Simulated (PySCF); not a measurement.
# Basis-set dependence of the excitation energy of Ba

Ba [Xe] 6s2 (1S) → Ba [Xe] 5d1 6s1, s spin flipped. Calculated with PySCF 2.14 from differences of total energies of unrestricted determinants, without spin-orbit coupling. Values in eV.

```json
{"basis": "ANO-RCC-VTZP", "Hamiltonian": "spin-free X2C", "functions": "72", "UHF": "1.212", "r2SCAN": "0.848", "PBE0": "1.103", "MP2 (valence)": "1.436"}
{"basis": "x2c-TZVPPall", "Hamiltonian": "spin-free X2C", "functions": "85", "UHF": "1.160", "r2SCAN": "0.806", "PBE0": "1.072", "MP2 (valence)": "1.408"}
{"basis": "aug-cc-pwCVTZ-X2C", "Hamiltonian": "spin-free X2C", "functions": "109", "UHF": "1.143", "r2SCAN": "0.795", "PBE0": "1.063", "MP2 (valence)": "1.399"}
{"basis": "aug-cc-pVQZ-X2C", "Hamiltonian": "spin-free X2C", "functions": "118", "UHF": "1.161", "r2SCAN": "0.786", "PBE0": "1.058", "MP2 (valence)": "1.403"}
```

Frozen in the all-electron rows: valence: [Xe].

In the upper determinant the s electron has its spin opposite to the other open shell, which mixes two multiplicities.
